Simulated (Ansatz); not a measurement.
Nudged elastic band run: BClF2H4OSi

Input file:

```yaml
crystal:
  periodic: [false, false, false]
  atoms:
    - { symbol: B, position_ang: [-0.065746, -0.123792, 0.244366] }
    - { symbol: Cl, position_ang: [-0.152744, 0.480076, 1.97342] }
    - { symbol: F, position_ang: [0.923198, 0.425617, -0.497395] }
    - { symbol: F, position_ang: [-1.281848, -0.225885, -0.394194] }
    - { symbol: O, position_ang: [0.334147, -1.712909, 0.410861] }
    - { symbol: Si, position_ang: [-0.775994, -2.919688, -0.253095] }
    - { symbol: H, position_ang: [-0.118309, -4.204137, 0.129421] }
    - { symbol: H, position_ang: [-2.110433, -2.784445, 0.386395] }
    - { symbol: H, position_ang: [-0.766103, -2.693713, -1.71814] }
    - { symbol: H, position_ang: [0.67423, -1.864624, 1.30676] }
basis:
  gaussian: { orbitals: cc-pVDZ }
hamiltonian:
  xc: pbe0
neb:
  order_check: false
  images: 7
  f_tol: 0.05
  max_iterations: 60
  final_atoms:
    - { symbol: B, position_ang: [-0.46935021, -0.14431337, -0.51085743] }
    - { symbol: Cl, position_ang: [1.54123741, -1.2987261, 2.88182709] }
    - { symbol: F, position_ang: [0.06634567, 1.00340089, -0.12212839] }
    - { symbol: F, position_ang: [-1.24275232, -0.14771256, -1.59942472] }
    - { symbol: O, position_ang: [-0.22975189, -1.27840265, 0.1834587] }
    - { symbol: Si, position_ang: [-0.85238992, -2.84676705, -0.1950818] }
    - { symbol: H, position_ang: [-0.28767593, -3.73114796, 0.8607639] }
    - { symbol: H, position_ang: [-2.34267973, -2.79445232, -0.13718234] }
    - { symbol: H, position_ang: [-0.37648588, -3.23261182, -1.55589279] }
    - { symbol: H, position_ang: [0.8539008, -1.15276704, 1.78291679] }
  initial_path:
    images:
      - { positions_ang: [[-0.065746, -0.123792, 0.244366], [-0.152744, 0.480076, 1.97342], [0.923198, 0.425617, -0.497395], [-1.281848, -0.225885, -0.394194], [0.334147, -1.712909, 0.410861], [-0.775994, -2.919688, -0.253095], [-0.118309, -4.204137, 0.129421], [-2.110433, -2.784445, 0.386395], [-0.766103, -2.693713, -1.71814], [0.67423, -1.864624, 1.30676]] }
      - { positions_ang: [[-0.04403446, -0.09427328, 0.18076249], [-0.10965974, 0.36227869, 2.0300408], [0.98353513, 0.31284923, -0.54033434], [-1.24174749, -0.16808946, -0.46337415], [0.26821319, -1.69071518, 0.44311884], [-0.76111049, -2.9185469, -0.23795362], [-0.0455122, -4.17123763, 0.0406219], [-2.06243093, -2.90020334, 0.4314622], [-0.84673168, -2.65752767, -1.67761323], [0.51987668, -1.69803446, 1.38166811]] }
      - { positions_ang: [[-0.02232291, -0.06475456, 0.11715898], [-0.06657548, 0.24448138, 2.08666159], [1.04387226, 0.20008146, -0.58327369], [-1.20164699, -0.11029392, -0.5325543], [0.20227937, -1.66852135, 0.47537667], [-0.74622699, -2.9174058, -0.22281223], [0.02728459, -4.13833826, -0.0481772], [-2.01442885, -3.01596168, 0.47652941], [-0.92736036, -2.62134235, -1.63708646], [0.36552336, -1.53144492, 1.45657622]] }
      - { positions_ang: [[-0.00061137, -0.03523584, 0.05355546], [-0.02349122, 0.12668406, 2.14328239], [1.10420939, 0.0873137, -0.62621303], [-1.16154648, -0.05249837, -0.60173444], [0.13634556, -1.64632753, 0.50763451], [-0.73134348, -2.9162647, -0.20767085], [0.10008139, -4.1054389, -0.1369763], [-1.96642678, -3.13172002, 0.52159661], [-1.00798904, -2.58515702, -1.59655968], [0.21117004, -1.36485539, 1.53148433]] }
      - { positions_ang: [[0.02110018, -0.00571712, -0.01004805], [0.01959303, 0.00888675, 2.19990318], [1.16454652, -0.02545407, -0.66915238], [-1.12144597, 0.00529717, -0.67091459], [0.07041174, -1.62413371, 0.53989235], [-0.71645998, -2.9151236, -0.19252946], [0.17287818, -4.07253953, -0.2257754], [-1.9184247, -3.24747836, 0.56666382], [-1.08861772, -2.54897169, -1.55603291], [0.05681671, -1.19826585, 1.60639244]] }
      - { positions_ang: [[-0.10151242, -0.04036618, -0.13525039], [0.40000413, -0.31801646, 2.37038416], [0.88999631, 0.23175967, -0.53239638], [-1.15177256, -0.03295526, -0.90304212], [-0.00462916, -1.53770094, 0.45078394], [-0.75044246, -2.89803446, -0.19316755], [0.05773966, -3.98719164, 0.04585943], [-2.02448846, -3.13422185, 0.39070228], [-0.91058476, -2.71988172, -1.55599788], [0.25608773, -1.18689115, 1.65052353]] }
      - { positions_ang: [[-0.22412502, -0.07501524, -0.26045274], [0.78041522, -0.64491967, 2.54086514], [0.6154461, 0.48897341, -0.39564039], [-1.18209914, -0.0712077, -1.13516966], [-0.07967007, -1.45126818, 0.36167552], [-0.78442495, -2.88094533, -0.19380563], [-0.05739887, -3.90184375, 0.31749425], [-2.13055222, -3.02096534, 0.21474074], [-0.7325518, -2.89079176, -1.55596285], [0.45535876, -1.17551645, 1.69465461]] }
      - { positions_ang: [[-0.34673762, -0.10966431, -0.38565508], [1.16082632, -0.97182289, 2.71134611], [0.34089588, 0.74618715, -0.25888439], [-1.21242573, -0.10946013, -1.36729719], [-0.15471098, -1.36483541, 0.27256711], [-0.81840743, -2.86385619, -0.19444371], [-0.1725374, -3.81649585, 0.58912907], [-2.23661598, -2.90770883, 0.0387792], [-0.55451884, -3.06170179, -1.55592782], [0.65462978, -1.16414174, 1.7387857]] }
      - { positions_ang: [[-0.46935021, -0.14431337, -0.51085743], [1.54123741, -1.2987261, 2.88182709], [0.06634567, 1.00340089, -0.12212839], [-1.24275232, -0.14771256, -1.59942472], [-0.22975189, -1.27840265, 0.1834587], [-0.85238992, -2.84676705, -0.1950818], [-0.28767593, -3.73114796, 0.8607639], [-2.34267973, -2.79445232, -0.13718234], [-0.37648588, -3.23261182, -1.55589279], [0.8539008, -1.15276704, 1.78291679]] }
```

Command:

```bash
$ ansatz run input.yaml --threads 4 --pin off --max-ram 5120MiB --backend cpu --events-out ev --progress --plain --runs-dir out
```

Output, in part (warnings, iteration lines, the closing report on the highest movable image, with atoms numbered from 0):

```
NEB end point (image 0): max|allowed force component| = 1.871e-2 eV/Å (the criterion of neb.relax_end_points is 1.000e-2)
NEB end point (image 8): max|allowed force component| = 2.957e-2 eV/Å (the criterion of neb.relax_end_points is 1.000e-2)
NEB iter   1: max|band force component| = 3.016e1 eV/Å  barrier→ = 7.4609 eV  barrier← = 7.6532 eV  Δτ_max = 0.2000 Å  (238 SCF iters)
NEB iter   2: max|band force component| = 5.796e0 eV/Å  barrier→ = 1.5345 eV  barrier← = 1.7268 eV  Δτ_max = 0.1985 Å  (237 SCF iters)
NEB iter   3: max|band force component| = 2.429e0 eV/Å  barrier→ = 0.9736 eV  barrier← = 1.1659 eV  Δτ_max = 0.2000 Å  (221 SCF iters)
NEB iter   4: max|band force component| = 5.800e0 eV/Å  barrier→ = 0.9147 eV  barrier← = 1.1070 eV  Δτ_max = 0.1005 Å  (214 SCF iters)
NEB iter   5: max|band force component| = 1.796e0 eV/Å  barrier→ = 0.9230 eV  barrier← = 1.1153 eV  Δτ_max = 0.2000 Å  (204 SCF iters)
NEB iter   6: max|band force component| = 1.564e0 eV/Å  barrier→ = 0.8885 eV  barrier← = 1.0808 eV  Δτ_max = 0.2000 Å  (207 SCF iters)
NEB iter   7: max|band force component| = 2.003e0 eV/Å  barrier→ = 0.7927 eV  barrier← = 0.9851 eV  Δτ_max = 0.0992 Å  (208 SCF iters)
NEB iter   8: max|band force component| = 1.596e0 eV/Å  barrier→ = 0.7832 eV  barrier← = 0.9755 eV  Δτ_max = 0.0979 Å  (208 SCF iters)
NEB iter   9: max|band force component| = 9.889e-1 eV/Å  barrier→ = 0.7380 eV  barrier← = 0.9303 eV  Δτ_max = 0.1001 Å  (207 SCF iters)
NEB iter  10: max|band force component| = 6.903e-1 eV/Å  barrier→ = 0.7248 eV  barrier← = 0.9171 eV  Δτ_max = 0.0988 Å  (203 SCF iters)
NEB iter  11: max|band force component| = 1.109e0 eV/Å  barrier→ = 0.6507 eV  barrier← = 0.8430 eV  Δτ_max = 0.0500 Å  (205 SCF iters)
NEB iter  12: max|band force component| = 5.447e-1 eV/Å  barrier→ = 0.5944 eV  barrier← = 0.7867 eV  Δτ_max = 0.1007 Å  (212 SCF iters)
NEB iter  13: max|band force component| = 7.176e-1 eV/Å  barrier→ = 0.5190 eV  barrier← = 0.7114 eV  CI = image 2  Δτ_max = 0.1002 Å  (212 SCF iters)
NEB iter  14: max|band force component| = 8.757e-1 eV/Å  barrier→ = 0.6117 eV  barrier← = 0.8040 eV  CI = image 2  Δτ_max = 0.2000 Å  (210 SCF iters)
NEB iter  15: max|band force component| = 9.612e-1 eV/Å  barrier→ = 0.7525 eV  barrier← = 0.9449 eV  CI = image 2  Δτ_max = 0.0979 Å  (203 SCF iters)
NEB iter  16: max|band force component| = 1.423e-1 eV/Å  barrier→ = 0.6969 eV  barrier← = 0.8892 eV  CI = image 2  Δτ_max = 0.0764 Å  (194 SCF iters)
NEB iter  17: max|band force component| = 1.522e-1 eV/Å  barrier→ = 0.6949 eV  barrier← = 0.8872 eV  CI = image 2  Δτ_max = 0.0367 Å  (204 SCF iters)
NEB iter  18: max|band force component| = 1.777e-1 eV/Å  barrier→ = 0.6917 eV  barrier← = 0.8841 eV  CI = image 2  Δτ_max = 0.0185 Å  (190 SCF iters)
NEB iter  19: max|band force component| = 1.088e-1 eV/Å  barrier→ = 0.6903 eV  barrier← = 0.8826 eV  CI = image 2  Δτ_max = 0.0185 Å  (215 SCF iters)
NEB iter  20: max|band force component| = 8.562e-2 eV/Å  barrier→ = 0.6890 eV  barrier← = 0.8814 eV  CI = image 2  Δτ_max = 0.0185 Å  (206 SCF iters)
NEB iter  21: max|band force component| = 1.665e-1 eV/Å  barrier→ = 0.6879 eV  barrier← = 0.8803 eV  CI = image 2  Δτ_max = 0.0092 Å  (213 SCF iters)
NEB iter  22: max|band force component| = 6.990e-2 eV/Å  barrier→ = 0.6875 eV  barrier← = 0.8799 eV  CI = image 2  Δτ_max = 0.0092 Å  (193 SCF iters)
NEB iter  23: max|band force component| = 3.112e-2 eV/Å  barrier→ = 0.6872 eV  barrier← = 0.8795 eV  CI = image 2  Δτ_max = 0.0000 Å  (379 SCF iters)
Total energy: -28611.81955084 eV, -1051.4649747054 hartree
Atom 0 at    -0.017559    -0.255051    -0.009495 Å, force    -0.000896     0.005357    -0.016526 eV/Å
Atom 1 at     0.069439     0.038155     2.183115 Å, force     0.002800     0.006749     0.003690 eV/Å
Atom 2 at     0.979826     0.470368    -0.510723 Å, force    -0.001600    -0.006898     0.001559 eV/Å
Atom 3 at    -1.274827    -0.001879    -0.405726 Å, force     0.004416    -0.001324     0.008046 eV/Å
Atom 4 at     0.280919    -1.668562     0.268538 Å, force    -0.023067    -0.005715     0.015957 eV/Å
Atom 5 at    -0.746370    -2.980243    -0.254036 Å, force     0.010191     0.003070    -0.008173 eV/Å
Atom 6 at     0.003061    -4.206115     0.136967 Å, force    -0.000511     0.001137    -0.000901 eV/Å
Atom 7 at    -2.053167    -2.882450     0.455601 Å, force     0.000772    -0.002465    -0.001380 eV/Å
Atom 8 at    -0.894244    -2.854459    -1.730223 Å, force     0.001678     0.001368     0.001438 eV/Å
Atom 9 at     0.313322    -1.283265     1.454382 Å, force     0.006216    -0.001281    -0.003711 eV/Å
Dipole moment:    -0.170194    -0.808557    -0.187639 e Å
```

The forces met the threshold. A vibrational analysis at the climbing image gives one clearly imaginary mode, 958i cm⁻¹: a first-order saddle point. The orbitals stay closed-shell, which can raise the energy where a bond breaks towards radicals; this wasn't checked here.

Final band (atoms are numbered from 1 in the order of the input):

| image | path coordinate (Å) | energy (kJ/mol) | B1–Cl2 (Å) | O5–H10 (Å) | Cl2–H10 (Å) |
| --- | --- | --- | --- | --- | --- |
| 0 | 0.00 | 0.0 | 1.83 | 0.97 | 2.57 |
| 1 | 0.54 | 13.1 | 1.90 | 0.99 | 2.06 |
| 2 | 1.08 | 66.3 | 2.21 | 1.25 | 1.53 |
| 3 | 1.79 | 4.2 | 2.87 | 1.86 | 1.31 |
| 4 | 2.50 | -9.7 | 3.40 | 2.07 | 1.30 |
| 5 | 3.21 | -14.3 | 3.75 | 2.01 | 1.30 |
| 6 | 3.92 | -16.9 | 3.98 | 1.96 | 1.30 |
| 7 | 4.62 | -18.2 | 4.08 | 1.94 | 1.30 |
| 8 | 5.33 | -18.6 | 4.11 | 1.94 | 1.30 |

Run time: 4.7 min on 4 threads of Arm Neoverse V2 (shared host), peak memory 0.28 GiB.
